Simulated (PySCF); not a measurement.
# Static response to an electric field

Species: C₆H₁₀OSi.
Geometry (GFN2-xTB, Å), atoms numbered from 1 in this order:
```
atom  x, y, z in Å
C1     2.766    0.123    0.622
C2     1.767   -0.344   -0.438
C3     0.566    0.547   -0.467
C4    -0.703    0.196   -0.238
C5    -1.201   -1.136    0.078
C6    -2.522   -1.181    0.255
O7    -3.236   -0.032    0.125
Si8   -2.265    1.264   -0.240
H9     2.311    0.088    1.610
H10    3.080    1.146    0.425
H11    3.647   -0.515    0.623
H12    1.480   -1.376   -0.239
H13    2.253   -0.313   -1.419
H14    0.784    1.586   -0.684
H15   -0.575   -2.005    0.166
H16   -3.115   -2.048    0.497
H17   -2.679    1.780   -1.541
H18   -2.366    2.224    0.854
```

Level: wB97X-D/def2-SVPD (PySCF), static field, nuclei fixed, core orbitals frozen in the response. The polarisability tensor in these axes (au):

```
x   139.15   2.45  -3.64
y     2.45  92.67  -3.65
z    -3.64  -3.65  74.59
```

Diagonalise the tensor; give its mean and Δα, where Δα² is half the sum of the squared differences of the eigenvalues.

Principal values 73.74, 93.17 and 139.51 au; mean 102.14 au = 15.14 Å³ = 16.84 × 10⁻⁴⁰ C²·m²/J; Δα = 58.52 au (57 % of the mean).

What is the dipole moment, and where does it point?

(1.34, 0.04, -0.15) D, 1.34 D in size, pointing from the negative to the positive side. Measured along this direction, the outermost atoms are O7 and H16 at the negative end and H11 at the positive end.

How large is μ²/3kT at 298 K beside α?

In Gaussian units μ²/3kT = 14.66 Å³ against 15.14 Å³, a ratio of 0.97; the Debye molar polarisation (4π/3)N_A(α + μ²/3kT) is 75.1 cm³/mol, leaving out the vibrational part.

Find the Langevin capture rate constant for H3+ (3.023 u) meeting this molecule (126.050 u), k = 2.342 × 10⁻⁹ cm³/s × √(α in Å³ / reduced mass in u).

The reduced mass is 2.95 u, so k = 5.30 × 10⁻⁹ cm³/s. The formula leaves out the permanent dipole, which adds to the capture rate.

Rayleigh depolarisation ratio (linearly polarised light, static tensor)?

ρ = 3Δα²/(45ᾱ² + 4Δα²) = 10275.4/(469447 + 13700.6) = 0.0213.

Molar refractivity from α?

Lorentz–Lorenz: R = (4π/3)N_A α = 2.5225 cm³/(mol·Å³) × 15.14 Å³ = 38.2 cm³/mol, in the limit of long wavelengths.

Traceless (Buckingham) quadrupole moment about the centre of nuclear charge: eigenvalues?

-4.63, -1.88, 6.51 D·Å. The values depend on the origin, since the dipole doesn't vanish. The electronic extent ⟨r²⟩ about the same centre is 1461 bohr², a root-mean-square distance of 2.45 Å for the 68 electrons.

Geometry: GFN2-xTB, one conformer, isolated molecule.

The run behind these numbers computed excited states as well. Hardware: Arm Neoverse V1, one thread, shared host with 64 logical CPUs at a one-minute load of 52. Cost: 70 s of wall time (with the writing of density and orbital grids), 1.1 GiB resident at most.
